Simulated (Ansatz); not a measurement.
Molecular dynamics of H8N4Si

The input (input.yaml):

```yaml
crystal:
  periodic: [false, false, false]
  atoms:
    - { symbol: Si, position_ang: [0.000586, -0.000875, 0.000312] }
    - { symbol: "N", position_ang: [0.084627, -0.25785, 1.73517] }
    - { symbol: H, position_ang: [-0.691257, -0.633864, 2.258681] }
    - { symbol: H, position_ang: [0.804486, 0.165642, 2.30097] }
    - { symbol: "N", position_ang: [1.694187, 0.180591, -0.425623] }
    - { symbol: H, position_ang: [2.424839, -0.313042, 0.06442] }
    - { symbol: H, position_ang: [1.982189, 0.594121, -1.299456] }
    - { symbol: "N", position_ang: [-0.727531, 1.385722, -0.793394] }
    - { symbol: H, position_ang: [-1.720926, 1.442786, -0.959024] }
    - { symbol: H, position_ang: [-0.234557, 2.258821, -0.902833] }
    - { symbol: "N", position_ang: [-1.049342, -1.310358, -0.515013] }
    - { symbol: H, position_ang: [-1.065735, -2.199406, -0.038712] }
    - { symbol: H, position_ang: [-1.495767, -1.312287, -1.419597] }
basis:
  gaussian: { orbitals: "6-31G" }
hamiltonian:
  xc: r2scan
  dispersion: d4
md:
  timestep: 0.5
  n_steps: 100
  ensemble: nve
  temperature: 500.0
  initial_velocities: maxwell_boltzmann
  seed: 237487
```

Run as:

```bash
$ ansatz run input.yaml --threads 1 --pin off --max-ram 2048MiB --backend cpu --events-out ev --progress --plain --runs-dir out
```

It starts from a relaxed structure.

Output, in part (one step line in 2, the closing report, with atoms numbered from 0):

```
md step     0: t =     0.00 fs  T =   500.0 K  F+E_penalty+E_count = -13963.81188846 eV  E_kin = 0.710930 eV  conserved = -13963.10095846 eV  (24 SCF iters)
md step     2: t =     1.00 fs  T =   361.7 K  F+E_penalty+E_count = -13963.60956250 eV  E_kin = 0.514330 eV  conserved = -13963.09523223 eV  (24 SCF iters)
md step     4: t =     2.00 fs  T =   184.5 K  F+E_penalty+E_count = -13963.34895916 eV  E_kin = 0.262396 eV  conserved = -13963.08656286 eV  (24 SCF iters)
md step     6: t =     3.00 fs  T =   269.1 K  F+E_penalty+E_count = -13963.47534466 eV  E_kin = 0.382588 eV  conserved = -13963.09275653 eV  (24 SCF iters)
md step     8: t =     4.00 fs  T =   411.5 K  F+E_penalty+E_count = -13963.68421130 eV  E_kin = 0.585052 eV  conserved = -13963.09915968 eV  (24 SCF iters)
md step    10: t =     5.00 fs  T =   347.5 K  F+E_penalty+E_count = -13963.59090020 eV  E_kin = 0.494048 eV  conserved = -13963.09685225 eV  (24 SCF iters)
md step    12: t =     6.00 fs  T =   151.4 K  F+E_penalty+E_count = -13963.30563346 eV  E_kin = 0.215199 eV  conserved = -13963.09043485 eV  (24 SCF iters)
md step    14: t =     7.00 fs  T =    80.9 K  F+E_penalty+E_count = -13963.20268920 eV  E_kin = 0.114983 eV  conserved = -13963.08770601 eV  (25 SCF iters)
md step    16: t =     8.00 fs  T =   231.0 K  F+E_penalty+E_count = -13963.42274449 eV  E_kin = 0.328466 eV  conserved = -13963.09427851 eV  (24 SCF iters)
md step    18: t =     9.00 fs  T =   353.8 K  F+E_penalty+E_count = -13963.60342564 eV  E_kin = 0.503118 eV  conserved = -13963.10030725 eV  (25 SCF iters)
md step    20: t =    10.00 fs  T =   231.1 K  F+E_penalty+E_count = -13963.42408869 eV  E_kin = 0.328573 eV  conserved = -13963.09551530 eV  (24 SCF iters)
md step    22: t =    11.00 fs  T =    63.6 K  F+E_penalty+E_count = -13963.17708303 eV  E_kin = 0.090446 eV  conserved = -13963.08663742 eV  (25 SCF iters)
md step    24: t =    12.00 fs  T =   161.1 K  F+E_penalty+E_count = -13963.32109800 eV  E_kin = 0.229001 eV  conserved = -13963.09209741 eV  (24 SCF iters)
md step    26: t =    13.00 fs  T =   342.3 K  F+E_penalty+E_count = -13963.58579286 eV  E_kin = 0.486650 eV  conserved = -13963.09914256 eV  (24 SCF iters)
md step    28: t =    14.00 fs  T =   323.5 K  F+E_penalty+E_count = -13963.55686806 eV  E_kin = 0.459928 eV  conserved = -13963.09694050 eV  (24 SCF iters)
md step    30: t =    15.00 fs  T =   168.4 K  F+E_penalty+E_count = -13963.33000254 eV  E_kin = 0.239372 eV  conserved = -13963.09063030 eV  (24 SCF iters)
md step    32: t =    16.00 fs  T =   126.8 K  F+E_penalty+E_count = -13963.26844885 eV  E_kin = 0.180290 eV  conserved = -13963.08815891 eV  (24 SCF iters)
md step    34: t =    17.00 fs  T =   286.9 K  F+E_penalty+E_count = -13963.50215822 eV  E_kin = 0.408000 eV  conserved = -13963.09415811 eV  (24 SCF iters)
md step    36: t =    18.00 fs  T =   420.7 K  F+E_penalty+E_count = -13963.69811532 eV  E_kin = 0.598217 eV  conserved = -13963.09989828 eV  (24 SCF iters)
md step    38: t =    19.00 fs  T =   319.3 K  F+E_penalty+E_count = -13963.54991939 eV  E_kin = 0.454042 eV  conserved = -13963.09587765 eV  (24 SCF iters)
md step    40: t =    20.00 fs  T =   155.2 K  F+E_penalty+E_count = -13963.30815494 eV  E_kin = 0.220713 eV  conserved = -13963.08744145 eV  (24 SCF iters)
md step    42: t =    21.00 fs  T =   224.0 K  F+E_penalty+E_count = -13963.41066411 eV  E_kin = 0.318545 eV  conserved = -13963.09211897 eV  (24 SCF iters)
md step    44: t =    22.00 fs  T =   370.7 K  F+E_penalty+E_count = -13963.62612670 eV  E_kin = 0.527054 eV  conserved = -13963.09907266 eV  (24 SCF iters)
md step    46: t =    23.00 fs  T =   321.4 K  F+E_penalty+E_count = -13963.55393407 eV  E_kin = 0.457037 eV  conserved = -13963.09689687 eV  (24 SCF iters)
md step    48: t =    24.00 fs  T =   140.2 K  F+E_penalty+E_count = -13963.28985676 eV  E_kin = 0.199343 eV  conserved = -13963.09051358 eV  (24 SCF iters)
md step    50: t =    25.00 fs  T =    77.1 K  F+E_penalty+E_count = -13963.19792363 eV  E_kin = 0.109629 eV  conserved = -13963.08829475 eV  (24 SCF iters)
md step    52: t =    26.00 fs  T =   212.8 K  F+E_penalty+E_count = -13963.39674253 eV  E_kin = 0.302636 eV  conserved = -13963.09410623 eV  (24 SCF iters)
md step    54: t =    27.00 fs  T =   326.8 K  F+E_penalty+E_count = -13963.56407774 eV  E_kin = 0.464684 eV  conserved = -13963.09939338 eV  (24 SCF iters)
md step    56: t =    28.00 fs  T =   226.9 K  F+E_penalty+E_count = -13963.41812584 eV  E_kin = 0.322647 eV  conserved = -13963.09547913 eV  (24 SCF iters)
md step    58: t =    29.00 fs  T =    82.8 K  F+E_penalty+E_count = -13963.20513460 eV  E_kin = 0.117700 eV  conserved = -13963.08743455 eV  (24 SCF iters)
md step    60: t =    30.00 fs  T =   175.9 K  F+E_penalty+E_count = -13963.34219063 eV  E_kin = 0.250053 eV  conserved = -13963.09213802 eV  (23 SCF iters)
md step    62: t =    31.00 fs  T =   347.2 K  F+E_penalty+E_count = -13963.59281721 eV  E_kin = 0.493684 eV  conserved = -13963.09913312 eV  (23 SCF iters)
md step    64: t =    32.00 fs  T =   322.9 K  F+E_penalty+E_count = -13963.55594008 eV  E_kin = 0.459097 eV  conserved = -13963.09684330 eV  (24 SCF iters)
md step    66: t =    33.00 fs  T =   171.1 K  F+E_penalty+E_count = -13963.33370659 eV  E_kin = 0.243283 eV  conserved = -13963.09042392 eV  (25 SCF iters)
md step    68: t =    34.00 fs  T =   139.7 K  F+E_penalty+E_count = -13963.28742495 eV  E_kin = 0.198669 eV  conserved = -13963.08875611 eV  (25 SCF iters)
md step    70: t =    35.00 fs  T =   290.6 K  F+E_penalty+E_count = -13963.50764022 eV  E_kin = 0.413211 eV  conserved = -13963.09442943 eV  (24 SCF iters)
md step    72: t =    36.00 fs  T =   407.5 K  F+E_penalty+E_count = -13963.67850088 eV  E_kin = 0.579380 eV  conserved = -13963.09912132 eV  (24 SCF iters)
md step    74: t =    37.00 fs  T =   317.7 K  F+E_penalty+E_count = -13963.54721352 eV  E_kin = 0.451682 eV  conserved = -13963.09553115 eV  (24 SCF iters)
md step    76: t =    38.00 fs  T =   177.3 K  F+E_penalty+E_count = -13963.34031667 eV  E_kin = 0.252052 eV  conserved = -13963.08826487 eV  (23 SCF iters)
md step    78: t =    39.00 fs  T =   242.9 K  F+E_penalty+E_count = -13963.43764057 eV  E_kin = 0.345346 eV  conserved = -13963.09229417 eV  (23 SCF iters)
md step    80: t =    40.00 fs  T =   378.5 K  F+E_penalty+E_count = -13963.63689544 eV  E_kin = 0.538221 eV  conserved = -13963.09867420 eV  (23 SCF iters)
md step    82: t =    41.00 fs  T =   336.4 K  F+E_penalty+E_count = -13963.57492944 eV  E_kin = 0.478333 eV  conserved = -13963.09659633 eV  (24 SCF iters)
md step    84: t =    42.00 fs  T =   177.9 K  F+E_penalty+E_count = -13963.34361029 eV  E_kin = 0.252948 eV  conserved = -13963.09066236 eV  (24 SCF iters)
md step    86: t =    43.00 fs  T =   127.2 K  F+E_penalty+E_count = -13963.27037750 eV  E_kin = 0.180870 eV  conserved = -13963.08950712 eV  (26 SCF iters)
md step    88: t =    44.00 fs  T =   229.2 K  F+E_penalty+E_count = -13963.42018359 eV  E_kin = 0.325838 eV  conserved = -13963.09434517 eV  (24 SCF iters)
md step    90: t =    45.00 fs  T =   299.7 K  F+E_penalty+E_count = -13963.52388608 eV  E_kin = 0.426065 eV  conserved = -13963.09782118 eV  (24 SCF iters)
md step    92: t =    46.00 fs  T =   212.4 K  F+E_penalty+E_count = -13963.39645652 eV  E_kin = 0.301932 eV  conserved = -13963.09452419 eV  (24 SCF iters)
md step    94: t =    47.00 fs  T =   107.2 K  F+E_penalty+E_count = -13963.24170705 eV  E_kin = 0.152395 eV  conserved = -13963.08931199 eV  (23 SCF iters)
md step    96: t =    48.00 fs  T =   173.0 K  F+E_penalty+E_count = -13963.33868212 eV  E_kin = 0.245998 eV  conserved = -13963.09268414 eV  (23 SCF iters)
md step    98: t =    49.00 fs  T =   293.8 K  F+E_penalty+E_count = -13963.51527127 eV  E_kin = 0.417693 eV  conserved = -13963.09757794 eV  (24 SCF iters)
md step   100: t =    50.00 fs  T =   277.7 K  F+E_penalty+E_count = -13963.49075978 eV  E_kin = 0.394873 eV  conserved = -13963.09588666 eV  (26 SCF iters)
Total energy: -13963.49076894 eV, -513.1488209645 hartree
Atom 0 at     0.005367    -0.017466    -0.008226 Å, force    -0.491770     1.119391     0.758345 eV/Å
Atom 1 at     0.072222    -0.220361     1.755285 Å, force    -1.565861    -0.898917    -1.316145 eV/Å
Atom 2 at    -0.807021    -0.400183     2.219057 Å, force    -0.094707    -0.273899     0.102946 eV/Å
Atom 3 at     0.648818     0.339098     2.306796 Å, force     1.406816     0.992895     0.918445 eV/Å
Atom 4 at     1.671515     0.115561    -0.447349 Å, force     1.687624    -0.455812     0.342781 eV/Å
Atom 5 at     2.507320    -0.351834    -0.019945 Å, force    -1.571266     0.732567    -0.580457 eV/Å
Atom 6 at     1.831423     0.519786    -1.349985 Å, force     0.529230     0.158861    -0.401188 eV/Å
Atom 7 at    -0.755035     1.432684    -0.726226 Å, force     2.798790     0.807213    -0.113858 eV/Å
Atom 8 at    -1.708913     1.530999    -0.933294 Å, force    -1.404817    -0.053416    -0.214092 eV/Å
Atom 9 at    -0.199055     2.305443    -0.914883 Å, force    -0.854485    -1.437378     0.430316 eV/Å
Atom 10 at    -0.994863    -1.322023    -0.546323 Å, force    -0.421805     0.039701    -0.714035 eV/Å
Atom 11 at    -0.897368    -2.183408    -0.061680 Å, force    -0.156251    -0.875917     0.328405 eV/Å
Atom 12 at    -1.392556    -1.402650    -1.479627 Å, force     0.138501     0.144710     0.458536 eV/Å
Dipole moment:     0.009271     0.073364    -0.150857 e Å
```

All steps were run. The conserved energy stayed within 1.2 meV per atom of its start (net change 0.39 meV per atom), so the integration is sound. A run of 0.05 ps of so small a system gives no equilibrium averages. Limits of this set-up: no polarisation functions.

The same pairs are bonded in the first frame and the last. Pairs count as bonded within 1.25 times the sum of covalent radii (0.12 Å more for H–H).

Last frame:

```xyz
13
Properties=species:S:1:pos:R:3
Si 0.005 -0.018 -0.008
N 0.072 -0.220 1.755
H -0.807 -0.400 2.219
H 0.649 0.339 2.307
N 1.671 0.116 -0.447
H 2.507 -0.352 -0.020
H 1.831 0.520 -1.350
N -0.755 1.433 -0.726
H -1.709 1.531 -0.933
H -0.199 2.305 -0.915
N -0.995 -1.322 -0.546
H -0.897 -2.183 -0.062
H -1.393 -1.403 -1.480
```

The run took 4.8 min on 1 thread of Intel(R) Xeon(R) 6975P-C (Granite Rapids), on a shared host, peak memory 0.17 GiB.
